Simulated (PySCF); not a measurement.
A structure optimised at B3LYP-D3(BJ)/def2-SVPD, used in a PySCF frequency run:

```
Sn
Cl 1 2.5416
Cl 1 2.5416 2 98.24
Cl 1 2.5416 2 98.24 3 99.63
```
Charge -1, spin multiplicity 1.

Problem. Write its SMILES, formula and point group.

Solution. [Cl][Sn-]([Cl])[Cl], Cl3Sn, C3v

Problem. What are its rotational constants (standard atomic weights)?

Solution. 1.4523, 1.4523, 0.96517 GHz
